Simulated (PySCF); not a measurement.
## F (fluorine, neutral): PW91 calculation

Configuration: [He] 2s2 2p5, 2P determinant. Computed with PySCF 2.14 in aug-cc-pV5Z, with the non-relativistic Hamiltonian (point nucleus).

* Total energy: -99.7419 hartree
* One-electron energy: -139.1292 hartree
* Hartree (Coulomb) energy: 49.7178 hartree
* Exchange-correlation energy: -10.3305 hartree
* Kinetic energy: 99.46616 hartree
* ⟨S²⟩: 0.7515
* ⟨L²⟩: 2.009
* Sum of ⟨r⟩: 7.879 bohr
* Sum of ⟨r²⟩: 10.72 bohr²
* Traceless quadrupole moment −½Σ⟨3z² − r²⟩ along its main axis: 0.689 e·bohr²
* Density at the nucleus (Gaussians lack the cusp): 444 bohr⁻³
* Spin density at the nucleus: -0.0532 bohr⁻³
* Langevin diamagnetic susceptibility: -8.49 ×10⁻⁶ cm³/mol

```tsv
shell	electrons	mean orbital energy (eV)	spread (eV)	rms radius, mean of both spins (bohr)
1s α	1	-663.28	0	0.205
1s β	1	-662.46	0	0.205
2s α	1	-30.651	0	1.11
2s β	1	-28.657	0	1.11
2p α	3	-11.956	2.422	1.28
2p β	2	-10.402	0	1.28
```
